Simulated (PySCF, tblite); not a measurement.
Species: C3H11NSi2.
Cartesian coordinates in Å at the GFN2-xTB level; atoms count from 1:
```xyz
17
C3H11NSi2 angstrom
C     -1.3702    0.5294   -0.2099
C     -1.1961   -0.9640    0.0853
N     -0.0399   -1.5382   -0.5786
Si     1.5909   -1.0926   -0.2431
Si     1.4017    1.1812    0.0493
C     -0.4177    1.4297    0.5758
H     -1.2315    0.6874   -1.2818
H     -2.4035    0.7955    0.0344
H     -2.0865   -1.4886   -0.2752
H     -1.1500   -1.1084    1.1759
H     -0.2109   -2.4885   -0.8676
H      2.3195   -1.5985   -1.4114
H      2.1717   -1.7878    0.9294
H      1.6235    1.9891   -1.1607
H      2.2508    1.7800    1.0910
H     -0.5354    1.2180    1.6412
H     -0.7234    2.4682    0.4358
```

Jobs on this species (17 atoms, 64 electrons) with PySCF (density fitting) and tblite. Hardware of each: one thread, Arm Neoverse N1 (aarch64), no GPU, on a shared host. Other jobs ran on the host; a repeat could differ by tens of per cent or more.

Question: Rank these jobs by wall time, shortest first.
A. GFN2-xTB; Hessian by finite differences
B. GFN2-xTB; L-BFGS relaxation
C. PBE0/pcSseg-1; shieldings, ring-centre shieldings, charges and field gradients; 171 basis functions
D. wB97X-D/def2-SVPD; 8 singlets by full TDDFT, 3 Tamm–Dancoff triplets, polarisability; 216 basis functions

Answer: A (1.0 s), B (2.0 s), C (45 s), D (83 s).

All jobs:

```
level and settings                                                               work  basis functions  SCF cycles  wall time
          GFN2-xTB                                      Hessian by finite differences                –           –      1.0 s
          GFN2-xTB                                                  L-BFGS relaxation                –           –      2.0 s
     PBE0/pcSseg-1    shieldings, ring-centre shieldings, charges and field gradients              171          13       45 s
 wB97X-D/def2-SVPD  8 singlets by full TDDFT, 3 Tamm–Dancoff triplets, polarisability              216          13       83 s
```

Question: What do all jobs in the table cost together?

Answer: About 2.2 min; the longest takes about 63 % of that, and about 83 times as long as the shortest.
